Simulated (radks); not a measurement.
Excited configurations of Lu: one electron is placed in a higher orbital outside [Xe] 4f14 6s2. The ground configuration is [Xe] 4f14 5d1 6s2. Method: Dirac Kohn-Sham, LDA (Slater exchange, Perdew-Wang correlation), spin-unpolarised, spherical densities, finite nucleus; open shells fill j = l - 1/2 first; Fermi nuclear charge, rms radius 5.37 fm; computed with a radial shooting solver on a logarithmic mesh with Libxc functionals. Excitation = E - E(ground); binding = E(ion) - E, where the ion is the core of charge +1; n* = 1/sqrt(2 binding) in atomic units, and the quantum defect is n - n*.

| outer orbital | excitation (eV) | binding (eV) | n* | quantum defect | eigenvalue (eV) | <r> (bohr) |
|---|---|---|---|---|---|---|
| 5f5/2 | 4.759 | 0.927 | 3.830 | 1.170 | -0.431 | 16.88 |
| 6p1/2 | 0.961 | 4.725 | 1.697 | 4.303 | -2.436 | 4.566 |
| 6d3/2 | 4.096 | 1.590 | 2.925 | 3.075 | -0.731 | 10.47 |
| 6f5/2 | 5.035 | 0.651 | 4.571 | 1.429 | -0.371 | 28.31 |
| 7s1/2 | 3.241 | 2.445 | 2.359 | 4.641 | -1.429 | 8.917 |
| 7d3/2 | 4.704 | 0.983 | 3.721 | 3.279 | -0.561 | 19.88 |

Estimate the row for 7f5/2.

Answer. excitation (eV) 5.211; binding (eV) 0.475; n* 5.353; quantum defect 1.647; eigenvalue (eV) -0.294; <r> (bohr) 42.34. The Delta-SCF ionisation energy is 5.686 eV (NIST Atomic Spectra Database: 5.426 eV, measured). Self-interaction in the functional shifts the binding energies and quantum defects, so they are the method's values and not measured ones. Spin polarisation and multiplet splitting are left out, so open shells lie too high by an amount that depends on their filling.

Beside tabulated values, note that spin-unpolarised runs miss the spin-polarisation part of the exchange energy of open shells.
